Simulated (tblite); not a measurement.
Compound: C₄H₄F₂O.
Numbering: `[CH3:1]/[CH:2]=[C:3](\[F:4])[C:5](=[O:6])[F:7]` (hydrogens: H8, H9, H10 on C1; H11 on C2)

The geometry is computed with GFN2-xTB (gas phase).

Question: Give the optimised bond lengths and angles.

Answer: 
| bond | length (bohr) |
| --- | --- |
| C1–C2 | 2.798 |
| C2=C3 | 2.526 |
| C3–F4 | 2.549 |
| C3–C5 | 2.767 |
| C5=O6 | 2.229 |
| C5–F7 | 2.593 |
| C1–H8, C1–H9, C1–H10 | 2.057 |
| C2–H11 | 2.041 |

Bonds in one row agree within 0.02 bohr and their mean is given. A selection of angles:
| angle | degrees |
| --- | --- |
| C2–C1–H8 | 111.4 |
| C2–C1–H9 | 109.7 |
| H8–C1–H9 | 109.4 |
| H9–C1–H10 | 107.2 |
| C1–C2–C3 | 124.6 |
| C1–C2–H11 | 117.5 |
| C3–C2–H11 | 117.9 |
| C2–C3–F4 | 121.0 |
| C2–C3–C5 | 126.1 |
| F4–C3–C5 | 112.9 |
| C3–C5–O6 | 130.0 |
| C3–C5–F7 | 110.3 |
| O6–C5–F7 | 119.7 |

Torsions: C1–C2–C3–F4 0° (synperiplanar); C2–C3–C5–O6 180° (antiperiplanar).

Of the pairs four or more bonds apart, F7···H11 is among the closest relative to their van der Waals radii: 2.38 Å, 89 % of the sum of Bondi's values. The 2 C–F bonds span 1.349 Å (C3–F4, drawn single) to 1.372 Å (C5–F7, drawn single), a spread of 0.023 Å. The 7 heavy atoms lie in one plane (0.002 Å rms). The C–C distances run from 1.337 Å (C2=C3, drawn double) to 1.481 Å (C1–C2, drawn single), a spread of 0.144 Å.

Point group: Cs (tolerance 0.08 Å). Its GFN2-xTB frequencies are all real (lowest 71 cm⁻¹). One conformer, not necessarily the lowest.
